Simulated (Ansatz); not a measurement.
Relaxation of C₂H₁₁BOSi₂ (17 atoms, charge 0, multiplicity 1), to a largest force component of 0.02 eV/Å in at most 40 steps.

Method: UKS BLYP/STO-3G (Ansatz 0.2.0).

```xyz
17
Properties=species:S:1:pos:R:3:forces:R:3
B 0.552 -2.708 -0.933 -0.07 1.45 -0.73
Si 0.716 -0.858 -0.280 2.51 -0.83 -0.01
Si 1.405 0.451 -1.959 1.81 0.82 0.96
O -0.734 -0.267 0.293 -3.01 -2.56 -1.57
C -0.584 0.756 1.200 0.93 2.23 1.98
C -1.928 1.309 1.698 -1.53 -0.35 1.13
H 0.770 -2.908 -2.071 0.15 -0.47 0.00
H 0.168 -3.500 -0.226 -0.44 -1.56 0.79
H 1.721 -0.850 0.845 -0.41 -0.03 -0.62
H 1.620 1.823 -1.426 -0.10 -0.53 -0.59
H 2.710 -0.066 -2.428 -0.49 0.31 -0.05
H 0.464 0.451 -3.012 -0.62 0.15 -0.92
H -0.083 1.635 0.730 0.86 0.45 0.31
H -0.050 0.406 2.124 0.64 0.44 0.14
H -2.504 0.466 2.197 0.24 0.96 -0.38
H -2.506 1.718 0.858 -0.39 0.01 -0.24
H -1.756 2.143 2.429 -0.05 -0.50 -0.20
```

Task: Where does it end, and by what steps?

Result: It converged. Limits of this set-up: minimal basis. After 21 steps the energy has fallen by 0.875 eV; H8 moved furthest, 1.30 Å.

| step | energy less start (eV) | largest force component (eV/Å) | accepted |
| --- | --- | --- | --- |
| 0 | 0.0000 | 3.015 | yes |
| 1 | -0.5239 | 1.570 | yes |
| 2 | -0.6906 | 0.829 | yes |
| 3 | -0.7433 | 0.740 | yes |
| 4 | -0.7669 | 0.573 | yes |
| 5 | -0.7945 | 0.321 | yes |
| 6 | -0.8248 | 0.155 | yes |
| 7 | -0.8461 | 0.092 | yes |
| 8 | -0.8553 | 0.140 | yes |
| 9 | -0.8420 | 0.738 | no |
| 10 | -0.8660 | 0.065 | yes |
| 11 | -0.8708 | 0.038 | yes |
| 12 | -0.8698 | 0.094 | no |
| 13 | -0.8730 | 0.066 | yes |
| 14 | -0.8720 | 0.171 | no |
| 15 | -0.8740 | 0.032 | yes |
| 16 | -0.8747 | 0.026 | yes |
| 17 | -0.8751 | 0.038 | yes |
| 18 | -0.8751 | 0.033 | yes |
| 19 | -0.8753 | 0.023 | yes |
| 20 | -0.8752 | 0.033 | no |
| 21 | -0.8753 | 0.007 | yes |

```xyz
17
Properties=species:S:1:pos:R:3
B 0.478 -2.717 -0.989
Si 0.739 -0.912 -0.271
Si 1.494 0.464 -1.959
O -0.781 -0.397 0.445
C -0.599 0.885 1.176
C -1.970 1.247 1.861
H 1.405 -3.399 -1.253
H -0.593 -3.154 -1.226
H 1.789 -0.896 0.758
H 1.800 1.804 -1.476
H 2.715 -0.078 -2.539
H 0.520 0.596 -3.032
H -0.303 1.731 0.492
H 0.198 0.818 1.969
H -2.269 0.449 2.570
H -2.765 1.356 1.097
H -1.877 2.202 2.417
```

Whether the end is a true minimum wasn't checked by a vibrational analysis.

The run took 5.6 min on 1 CPU thread of a shared host.
